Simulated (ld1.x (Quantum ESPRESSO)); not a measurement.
# Ranking TM semilocal potentials for Er (Z = 68)

All share these settings but for the change named:

```
Element                 : erbium
Generator               : ld1.x (Quantum ESPRESSO) 7.5
Type                    : norm-conserving Troullier–Martins (semilocal form)
Functional              : revPBE
Relativity              : scalar-relativistic
Frozen core             : [Kr] 4d10
Valence charge          : 22
Reference configuration : 4f12 5s2 5p6 5d0 6s0 6p0 (charge +2)
Partial waves           : 5s (bound): rc 1.80 bohr; 5p (bound): rc 2.00 bohr; 4f (bound): rc 1.00 bohr; 5d (bound, empty): rc 2.20 bohr
Local potential         : the d channel
Core correction         : a·sin(br)/r model core inside 0.70 bohr
```

Cutoff: the first of the cutoffs (Ry, on a coarse ladder) from which the occupation-weighted sum of valence levels, in a spherical-Bessel basis at the reference potential, stays within 10 and 1 mRy of its value at 400 Ry; the density cutoff is not measured.

Of 7 variants that were run, those that failed, showed a ghost or another fault, or gave nearly equal values are left out.

(1) Rank these variants from softest to hardest (loose cutoff).
A. all radii but the core radius scaled by about 1.18 (s 2.12, p 2.36, d 2.60, f 1.18 bohr)
B. all radii but the core radius scaled by about 1.31 (s 2.36, p 2.62, d 2.90, f 1.32 bohr)
C. all radii but the core radius scaled by about 1.40 (s 2.52, p 2.80, d 3.08, f 1.40 bohr)

Results:

(1) C (230 Ry), B (260 Ry), A (300 Ry).
